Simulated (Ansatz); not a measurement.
PBE exchange is replaced step by step with exact exchange (0 % is PBE, 25 % PBE0; no dispersion term), basis def2-TZVP, Ansatz. System: the cluster Si3Ni (the lowest singlet isomer of a short search). The state is a singlet with charge 0. Geometry: r2SCAN-D4/def2-SVP, each spin state at its own.

Geometry of the singlet:

```xyz
4

Ni   -0.059   -0.436   -1.060
Si    0.063    0.466    1.134
Si    0.595   -1.623    0.590
Si   -0.599    1.593   -0.665
```

The structure comes from a short search, and lower isomers may exist.

| exact exchange (%) | HOMO (eV) | LUMO (eV) | gap (eV) | triplet − singlet (kJ/mol) | quintet − singlet (kJ/mol) |
| --- | --- | --- | --- | --- | --- |
| 0 | -4.86 | -3.81 | 1.05 | 61.5 | 117.1 |
| 5 | -5.09 | -3.66 | 1.43 | 59.0 | 113.7 |
| 10 | -5.32 | -3.51 | 1.80 | 55.2 | 110.0 |
| 15 | -5.53 | -3.37 | 2.16 | 49.5 | 105.8 |
| 35 | -6.27 | -2.79 | 3.49 | 2.4 | 73.9 |
| 50 | -6.77 | -2.36 | 4.40 | -45.2 | 27.2 |

(1) Fit a straight line to the column «quintet − singlet (kJ/mol)» against the share of exact exchange and predict its value at 25 %.

## Answers

(1) With x = exact exchange (%) and y = quintet − singlet (kJ/mol): mean x = 19.17, mean y = 91.28; Σ(x − x̄)(y − ȳ) = -3296, Σ(x − x̄)² = 1871; slope b = -1.762, intercept a = ȳ − b·x̄ = 125.1. The residuals of the fitted rows reach 10.5. At x = 25 the line gives 125.1 + (-1.762 × 25) = 81.0; the run gave 94.5, 13.5 more than the line.
